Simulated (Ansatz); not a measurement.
`[OH][GeH2][I]` → HI + `[OH][GeH]` at 298.15 K and 1 bar (germylene formation by 1,1-elimination).

Computed with Ansatz on PBE0-D4/def2-TZVP structures; ΔE is electronic, products minus reactants. CCSD(T)/CBS is the MP2 limit (def2-TZVPP, def2-QZVPP) plus CCSD(T) − MP2 in def2-TZVPP, frozen cores. def2 core potentials past Kr. For Ge, I outer-core shells are correlated without core-valence functions, which leaves a few kJ/mol of doubt a bond. Scalar relativity is left out up to krypton. Each species was taken in one conformer, which may not be the lowest.

| species | CCSD(T)/CBS energy (Eh) | H − E (kJ/mol) | S (J/(mol·K)) |
| --- | --- | --- | --- |
| `[OH][GeH2][I]` | -2450.58625 | 95.6 | 324.0 |
| HI | -298.03592 | 22.7 | 206.5 |
| `[OH][GeH]` | -2152.47759 | 63.5 | 255.1 |

H − E and S are ideal-gas, rigid-rotor, harmonic terms from PBE0-D4/def2-TZVP, for one conformer and one mirror image of each species. 1 Eh = 2625.50 kJ/mol, R = 8.31446 J/(mol·K).

Task: By hand: ΔE, ΔH, ΔS and ΔG.

Result: ΔE = (-298.03592) + (-2152.47759) − (-2450.58625) = 0.07274 Eh = 191.0 kJ/mol. Δ(H − E) = 22.7 + 63.5 − 95.6 = -9.4, so ΔH = 181.6 kJ/mol. ΔS = 206.5 + 255.1 − 324.0 = 137.6 J/(mol·K). ΔG = 181.6 − 298.15 × (137.6)/1000 = 140.6 kJ/mol.

Task: By hand: the equilibrium constant, and the temperature at which ΔG would vanish if ΔH and ΔS stayed fixed.

Result: log₁₀ K = −ΔG/(RT ln 10) = -24.6. ΔG = 0 at ΔH/ΔS = 1320 K.

The number of gas molecules changes by +1, which sets the sign of ΔS. A doubt of 5 kJ/mol in ΔE shifts log₁₀ K by 0.9 here. Other conformers and mirror images would add mixing entropy, several J/(mol·K) or more a flexible species. These are equilibria of isolated gas molecules and say nothing of rates. Largest T1 diagnostic: 0.016 (customary marks: 0.02 for closed shells, 0.045 for open ones).
